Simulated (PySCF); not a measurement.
diantimony anion (Sb₂), SMILES [Sb]#[Sb] (connectivity only; charge and spin as stated), charge -1, multiplicity 2.

Geometry optimised at PBE-D3(BJ)/def2-TZVPD. The spin state was assumed, not searched. The def2 effective core potentials stand for the cores of Sb; spin–orbit coupling is left out.

All values below come from PBE-D3(BJ)/def2-TZVPD (PySCF).

Frequencies are harmonic and unscaled.

Task: Estimate the vibrational spectrum. (The exact figures need the calculation; the answer reports its results.)

Result: 
```
mode  ν (cm⁻¹)  IR (km/mol)  moving atoms (share of kinetic energy)
----  --------  -----------  --------------------------------------
1          236          0.0                                Sb 100 %
```
